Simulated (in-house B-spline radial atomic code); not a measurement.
Whole-atom quantities along the 29-electron series, configuration [Ar] 3d10 4s1. Computed with a B-spline radial code for spherical atoms: non-relativistic Hartree-Fock, average of the configuration, point nuclei.

This level leaves out relativity, spin-orbit splitting included, which matters for heavy ions.

```json
{"ion": "Cu", "Z": "29", "E/Z² (Eh)": "-1.9488", "Σ<r²> (bohr²)": "32.169", "n(0)/Z³ (bohr⁻³)": "0.68167", "Lamb diamagnetic shielding (ppm)": "2404.78", "repulsion over attraction": "0.16567"}
{"ion": "Zn+", "Z": "30", "E/Z² (Eh)": "-1.9751", "Σ<r²> (bohr²)": "22.569", "n(0)/Z³ (bohr⁻³)": "0.68312", "Lamb diamagnetic shielding (ppm)": "2515.55", "repulsion over attraction": "0.1638"}
{"ion": "Ga2+", "Z": "31", "E/Z² (Eh)": "-2.0004", "Σ<r²> (bohr²)": "17.834", "n(0)/Z³ (bohr⁻³)": "0.68452", "Lamb diamagnetic shielding (ppm)": "2625.35", "repulsion over attraction": "0.16145"}
{"ion": "Ge3+", "Z": "32", "E/Z² (Eh)": "-2.0248", "Σ<r²> (bohr²)": "14.801", "n(0)/Z³ (bohr⁻³)": "0.68587", "Lamb diamagnetic shielding (ppm)": "2734.59", "repulsion over attraction": "0.15885"}
{"ion": "As4+", "Z": "33", "E/Z² (Eh)": "-2.0482", "Σ<r²> (bohr²)": "12.634", "n(0)/Z³ (bohr⁻³)": "0.68718", "Lamb diamagnetic shielding (ppm)": "2843.48", "repulsion over attraction": "0.15613"}
{"ion": "Se5+", "Z": "34", "E/Z² (Eh)": "-2.0707", "Σ<r²> (bohr²)": "10.988", "n(0)/Z³ (bohr⁻³)": "0.68844", "Lamb diamagnetic shielding (ppm)": "2952.13", "repulsion over attraction": "0.15335"}
{"ion": "Br6+", "Z": "35", "E/Z² (Eh)": "?", "Σ<r²> (bohr²)": "?", "n(0)/Z³ (bohr⁻³)": "?", "Lamb diamagnetic shielding (ppm)": "?", "repulsion over attraction": "?"}
{"ion": "Kr7+", "Z": "36", "E/Z² (Eh)": "-2.1131", "Σ<r²> (bohr²)": "8.6292", "n(0)/Z³ (bohr⁻³)": "0.69082", "Lamb diamagnetic shielding (ppm)": "3168.94", "repulsion over attraction": "0.14778"}
{"ion": "Rb8+", "Z": "37", "E/Z² (Eh)": "-2.1331", "Σ<r²> (bohr²)": "7.7529", "n(0)/Z³ (bohr⁻³)": "0.69194", "Lamb diamagnetic shielding (ppm)": "3277.17", "repulsion over attraction": "0.14504"}
{"ion": "Sr9+", "Z": "38", "E/Z² (Eh)": "-2.1522", "Σ<r²> (bohr²)": "7.0146", "n(0)/Z³ (bohr⁻³)": "0.69303", "Lamb diamagnetic shielding (ppm)": "3385.32", "repulsion over attraction": "0.14234"}
{"ion": "Zr11+", "Z": "40", "E/Z² (Eh)": "-2.1884", "Σ<r²> (bohr²)": "5.8412", "n(0)/Z³ (bohr⁻³)": "0.69508", "Lamb diamagnetic shielding (ppm)": "3601.43", "repulsion over attraction": "0.13712"}
{"ion": "Nb12+", "Z": "41", "E/Z² (Eh)": "?", "Σ<r²> (bohr²)": "?", "n(0)/Z³ (bohr⁻³)": "?", "Lamb diamagnetic shielding (ppm)": "?", "repulsion over attraction": "?"}
{"ion": "Mo13+", "Z": "42", "E/Z² (Eh)": "-2.2219", "Σ<r²> (bohr²)": "4.9534", "n(0)/Z³ (bohr⁻³)": "0.69698", "Lamb diamagnetic shielding (ppm)": "3817.34", "repulsion over attraction": "0.13214"}
{"ion": "Tc14+", "Z": "43", "E/Z² (Eh)": "-2.2377", "Σ<r²> (bohr²)": "4.5871", "n(0)/Z³ (bohr⁻³)": "0.69788", "Lamb diamagnetic shielding (ppm)": "3925.25", "repulsion over attraction": "0.12976"}
{"ion": "Ru15+", "Z": "44", "E/Z² (Eh)": "-2.2529", "Σ<r²> (bohr²)": "4.2617", "n(0)/Z³ (bohr⁻³)": "0.69875", "Lamb diamagnetic shielding (ppm)": "4033.13", "repulsion over attraction": "0.12744"}
{"ion": "Rh16+", "Z": "45", "E/Z² (Eh)": "-2.2676", "Σ<r²> (bohr²)": "3.971", "n(0)/Z³ (bohr⁻³)": "0.69959", "Lamb diamagnetic shielding (ppm)": "4140.98", "repulsion over attraction": "0.12518"}
{"ion": "Pd17+", "Z": "46", "E/Z² (Eh)": "-2.2818", "Σ<r²> (bohr²)": "3.7102", "n(0)/Z³ (bohr⁻³)": "0.7004", "Lamb diamagnetic shielding (ppm)": "4248.81", "repulsion over attraction": "0.12299"}
{"ion": "Ag18+", "Z": "47", "E/Z² (Eh)": "-2.2954", "Σ<r²> (bohr²)": "3.475", "n(0)/Z³ (bohr⁻³)": "0.70118", "Lamb diamagnetic shielding (ppm)": "4356.62", "repulsion over attraction": "0.12087"}
{"ion": "Cd19+", "Z": "48", "E/Z² (Eh)": "-2.3086", "Σ<r²> (bohr²)": "3.2622", "n(0)/Z³ (bohr⁻³)": "0.70194", "Lamb diamagnetic shielding (ppm)": "4464.41", "repulsion over attraction": "0.1188"}
{"ion": "In20+", "Z": "49", "E/Z² (Eh)": "-2.3214", "Σ<r²> (bohr²)": "3.0689", "n(0)/Z³ (bohr⁻³)": "0.70267", "Lamb diamagnetic shielding (ppm)": "4572.19", "repulsion over attraction": "0.1168"}
{"ion": "Sn21+", "Z": "50", "E/Z² (Eh)": "?", "Σ<r²> (bohr²)": "?", "n(0)/Z³ (bohr⁻³)": "?", "Lamb diamagnetic shielding (ppm)": "?", "repulsion over attraction": "?"}
{"ion": "Sb22+", "Z": "51", "E/Z² (Eh)": "-2.3456", "Σ<r²> (bohr²)": "2.7316", "n(0)/Z³ (bohr⁻³)": "0.70406", "Lamb diamagnetic shielding (ppm)": "4787.71", "repulsion over attraction": "0.11297"}
{"ion": "Te23+", "Z": "52", "E/Z² (Eh)": "-2.3571", "Σ<r²> (bohr²)": "2.5839", "n(0)/Z³ (bohr⁻³)": "0.70473", "Lamb diamagnetic shielding (ppm)": "4895.45", "repulsion over attraction": "0.11113"}
{"ion": "I24+", "Z": "53", "E/Z² (Eh)": "-2.3683", "Σ<r²> (bohr²)": "2.4482", "n(0)/Z³ (bohr⁻³)": "0.70537", "Lamb diamagnetic shielding (ppm)": "5003.18", "repulsion over attraction": "0.10935"}
{"ion": "Xe25+", "Z": "54", "E/Z² (Eh)": "-2.3791", "Σ<r²> (bohr²)": "2.323", "n(0)/Z³ (bohr⁻³)": "0.70599", "Lamb diamagnetic shielding (ppm)": "5110.9", "repulsion over attraction": "0.10762"}
```

Task: Fill in the row of Br6+.

Result: E/Z² (Eh): -2.0923; Σ<r²> (bohr²): 9.6863; n(0)/Z³ (bohr⁻³): 0.68965; Lamb diamagnetic shielding (ppm): 3060.6; repulsion over attraction: 0.15056.

Task: Fill in the row of Nb12+.

Result: E/Z² (Eh): -2.2055; Σ<r²> (bohr²): 5.3683; n(0)/Z³ (bohr⁻³): 0.69604; Lamb diamagnetic shielding (ppm): 3709.41; repulsion over attraction: 0.1346.

Task: Fill in the row of Sn21+.

Result: E/Z² (Eh): -2.3337; Σ<r²> (bohr²): 2.8927; n(0)/Z³ (bohr⁻³): 0.70338; Lamb diamagnetic shielding (ppm): 4679.95; repulsion over attraction: 0.11485.

Task: With what power of Z does the column «Σ<r²> (bohr²)» change over this range?

Result: A fit of the logarithm of its size against log Z from Z = 29 to 54 has slope -3.82. Unscreened non-relativistic hydrogenic orbitals would give -2.
